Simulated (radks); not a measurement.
Q: Spherical quantum dot in the effective-mass picture: electrons in a parabolic well V = omega^2 r^2 / 2 with omega = 2.31, all in effective atomic units (hartree* = m*/eps^2 hartree, bohr* = eps/m* bohr), one dielectric constant everywhere. Method: non-relativistic Kohn-Sham, LDA (Slater exchange, Perdew-Wang correlation), spin-polarised, spherical densities; computed with a radial shooting solver with Libxc functionals. Levels are named by radial order and angular momentum (1s, 1p, 1d, 2s, ...), and open shells are averaged over m. Results are scaled to m* = 0.062 and eps = 14.4, for which hartree* = 8.136 meV and bohr* = 12.29 nm. At N = 8 the configuration is 1s2 1p6. Does electron 9 go into 2s up or 1d up?

A: Into 1d up. The total energies of the other choices lie higher by 1.91 meV (2s up).
